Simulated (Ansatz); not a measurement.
`C=[C](F)[GaH2]` + HCl → `[Cl][GaH2]` + `C=CF`  (ligand exchange at a Ga–C bond)

Program: Ansatz. Geometries: PBE0-D4/def2-TZVP. ΔE: electronic, gas phase. CCSD(T)/CBS is the MP2 limit (def2-TZVPP, def2-QZVPP) plus CCSD(T) − MP2 in def2-TZVPP, frozen cores. This one scheme is used for every species. DFT in def2-TZVPP. For Ga outer-core shells are correlated without core-valence functions, which leaves a few kJ/mol of doubt a bond. Scalar relativity is left out up to krypton.

```
         species  ωB97M-V energy (Eh)
`C=[C](F)[GaH2]`          -2103.16791
             HCl           -460.79014
    `[Cl][GaH2]`          -2386.17323
          `C=CF`           -177.83600
```

(1) Work out ΔE.

(2) What do rigid-rotor, harmonic-oscillator terms from PBE0-D4/def2-TZVP frequencies (298.15 K, 1 bar) make of the CCSD(T)/CBS value? (Best estimate.)

Largest T1 diagnostic among the species: 0.013.

Results:

(1) ΔE = (-2386.17323) + (-177.83600) − (-2103.16791) − (-460.79014) = -0.05118 Eh = -134.4 kJ/mol. CCSD(T)/CBS gives -130.4 kJ/mol.

(2) The calculation gave: ΔZPE = +11.8 kJ/mol, ΔH = -121.6 kJ/mol, ΔS = 11 J/(mol·K), ΔG = -125.0 kJ/mol.

At CCSD(T), def2-SVP lies −7.8 kJ/mol from the extrapolated value and def2-TZVPP +0.4 kJ/mol. In def2-TZVPP, CCSD(T) changes the Hartree–Fock value by +26.9 kJ/mol (the triples alone add +3.0 kJ/mol) and MP2 by +24.9 kJ/mol. From BLYP to BHLYP (50 % exact exchange), in def2-TZVPP and without D4, ΔE moves by −10.9 kJ/mol.
